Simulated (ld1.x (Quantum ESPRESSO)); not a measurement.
## Which setting gave this result? (germanium (Ge), TM)

Base potential:

germanium (Ge), norm-conserving Troullier–Martins (Kleinman–Bylander form), made with ld1.x (Quantum ESPRESSO) 7.5 (PBEsol, scalar-relativistic). Core [Ar], reference 3d10 4s2 4p1.5 (charge +0.5). Waves: 4p (bound): rc 2.20 bohr; 3d (bound): rc 1.15 bohr; 4s (bound): rc 1.70 bohr. Local part: the s channel. Core correction: none.

Cutoffs, loose and tight: the cutoffs (Ry, on a coarse ladder) from which the occupation-weighted sum of valence levels, in a spherical-Bessel basis at the reference potential, stays within 10 and 1 mRy of its value at 400 Ry. They do not see the model core or the augmentation charge, which bear on the density cutoff. Test errors are all-electron minus pseudo excitation energies from the reference, over the configurations 3d10 4s2 4p2; 3d10 4s2 4p1; 3d10 4s2 4p0; 3d10 4s2 4p2.3; 3d10 4s1 4p2; 3d9 4s2 4p2; 3d10 4s1 4p0; variants that change the core or the reference have their own tests.

Only the scale of all radii (base = 1) is moved:

| scale of all radii (base = 1) | cutoff, loose | cutoff, tight | bound ghosts | largest test error (meV) |
| --- | --- | --- | --- | --- |
| 0.8 | 300 Ry | over 300 Ry | none | -824 |
| 0.87 | 260 Ry | over 300 Ry | none | -812 |
| 0.99 | 230 Ry | over 300 Ry | none | -726 |
| 1.16 | 180 Ry | 300 Ry | none | -494 |
| 1.37 | 140 Ry | 230 Ry | p | -137 |

Question: One more run gave cutoff, loose: 160 Ry; cutoff, tight: 260 Ry; bound ghosts: p; largest test error (meV): -341. Which value of the scale of all radii (base = 1) was used?

Answer: 1.25. The loose cutoff moves one way along this sweep, from 300 Ry at 0.8 to 140 Ry at 1.37, which places the run between 1.16 and 1.37.
